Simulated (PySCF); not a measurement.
## Heteronuclear NMR

Atom-mapped SMILES (the numbers label the heavy atoms): `[CH3:1][C:2](=[O:3])[O:4][Si@H:5]([SiH3:6])[SiH2:7][SiH3:8]`. Hydrogens are named by the atom that carries them. Ha(Si7) is pro-R; Hb(Si7) is pro-S.

[PySCF 2.14: coordinates at the GFN2-xTB level; shieldings: GIAO PBE0/pcSseg-1; isolated molecule; one computed conformer; rapidly exchanging positions averaged; no relativistic terms]

**Question.** Where does $^{29}$Si resonate?

**Answer.** 
| atoms | environment | σ (ppm) | δ (ppm) |
| --- | --- | --- | --- |
| Si5 | silicon bonded to O, 2 Si, H | 357.5 | -13.9 |
| Si8 | silicon bonded to Si, 3 H | 457.2 | -95.8 |
| Si6 | silicon bonded to Si, 3 H | 459.9 | -98.0 |
| Si7 | silicon bonded to 2 Si, 2 H | 469.5 | -106.0 |

Shieldings were converted by a linear fit to measured shifts: $^{29}$Si (scatter 8.9 ppm rms, 25.8 ppm with the 6 outliers that the fit left out vs TMS, solution or neat liquid). Occasional misses reach two or three times the rms, and more in compound classes unlike the fitted ones.

On a 500 MHz spectrometer $^{29}$Si resonates near 99.3 MHz, so 1 ppm is 99.3 Hz.

**Question.** Where does $^{17}$O resonate?

**Answer.** 
```tsv
atoms	environment	σ (ppm)	δ (ppm)
O3	carbonyl oxygen	-126.5	381.9
O4	oxygen bonded to C, Si	137.6	141.3
```

Shieldings were converted by a linear fit to measured shifts: $^{17}$O: δ = 266.70 − 0.911σ (rms 10.7 ppm, 155 shifts, 12.2 ppm with the 3 outliers that the fit left out vs liquid water, solution or neat liquid). Occasional misses reach two or three times the rms, and more in compound classes unlike the fitted ones.

On a 500 MHz spectrometer $^{17}$O resonates near 67.8 MHz, so 1 ppm is 67.8 Hz.
